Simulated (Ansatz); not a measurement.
A nudged elastic band was laid between two geometries of C$_{2}$H$_{8}$FNSSi$_{2}$ (15 atoms, charge 0, multiplicity 1).

Level of theory: RKS PBE/6-31G (Ansatz 0.2.0).

```
movable images  : 5
climbing image  : yes
spring          : 5.0 eV/Å²
optimiser       : quadratic models (default)
start path      : through a guess of the saddle point
force threshold : 0.03 eV/Å
iteration limit : 60
end points      : relaxed
```

Initial state:

```xyz
15
Properties=species:S:1:pos:R:3
F -1.958 0.297 -0.873
C -1.237 -0.158 0.344
Si -1.534 1.235 1.688
S -2.036 -1.781 0.918
N 0.163 -0.351 0.126
C 0.711 -0.106 -1.031
Si 2.596 -0.350 -1.271
H -3.022 1.346 1.905
H -0.988 2.512 1.097
H -0.823 0.887 2.970
H -1.258 -2.601 0.108
H 0.100 0.245 -1.882
H 3.216 0.962 -1.706
H 3.221 -0.827 0.014
H 2.826 -1.360 -2.377
```

Final state:

```xyz
15
Properties=species:S:1:pos:R:3
F -1.993 0.030 -0.843
C -1.214 -0.185 0.405
Si -1.578 1.374 1.531
S -1.885 -1.751 1.243
N 0.191 -0.317 0.173
C 0.694 -0.217 -1.026
Si 2.585 -0.367 -1.290
H -3.066 1.419 1.778
H -1.137 2.579 0.735
H -0.816 1.275 2.827
H -1.073 -2.633 0.539
H 0.040 -0.043 -1.900
H 3.271 -0.608 0.030
H 2.861 -1.511 -2.245
H 3.099 0.906 -1.930
```

**Question.** What changes between the two ends?

**Answer.** No bond is made or broken. The dihedral N5–C6–Si7–H13 goes from -121 to 0°. The two ends are copies of one structure, up to a mirror image or an exchange of like atoms.

**Question.** What energy profile does the band end with?

**Answer.** The run converged. The highest image is number 3 of 0 to 6, 0.4 kcal/mol above the ends, which have the same energy within 2 meV. A vibrational analysis at the climbing image gives one clearly imaginary mode, 58i cm⁻¹: a first-order saddle point. Limits of this set-up: no polarisation functions.

```
image  path coordinate (Å)  energy (kcal/mol)  dihedral N5–C6–Si7–H13 (°)
    0                 0.00                0.0                        -121
    1                 0.88                0.1                        -100
    2                 1.77                0.3                         -77
    3                 2.65                0.4                         -53
    4                 3.36                0.2                         -34
    5                 4.08                0.1                         -16
    6                 4.79                0.0                           0
```

**Question.** What is the geometry of the highest image?

**Answer.** 
```xyz
15
Properties=species:S:1:pos:R:3:forces:R:3
F -2.004 0.051 -0.835 0.00 0.00 0.00
C -1.214 -0.190 0.400 -0.01 0.01 -0.01
Si -1.572 1.342 1.566 0.00 0.00 0.00
S -1.870 -1.778 1.206 0.00 0.00 0.00
N 0.187 -0.310 0.149 0.02 0.00 0.01
C 0.683 -0.187 -1.050 -0.02 0.00 -0.01
Si 2.581 -0.340 -1.299 0.01 0.00 0.00
H -3.060 1.391 1.807 0.00 0.00 0.00
H -1.119 2.563 0.804 0.00 0.00 0.00
H -0.817 1.201 2.863 0.00 0.00 0.00
H -1.085 -2.640 0.448 0.00 0.00 0.00
H 0.027 0.001 -1.918 0.01 0.00 0.00
H 3.305 0.602 -0.366 0.00 0.00 0.00
H 3.022 -1.759 -1.013 0.00 0.00 0.00
H 2.915 0.003 -2.734 0.00 0.00 0.00
```

The band took 14 iterations and of the order of 8 core-minutes.

Run time: 7.8 min on 1 thread of Intel(R) Xeon(R) Processor @ 2.70GHz, with other jobs on the host, peak memory 0.18 GiB.
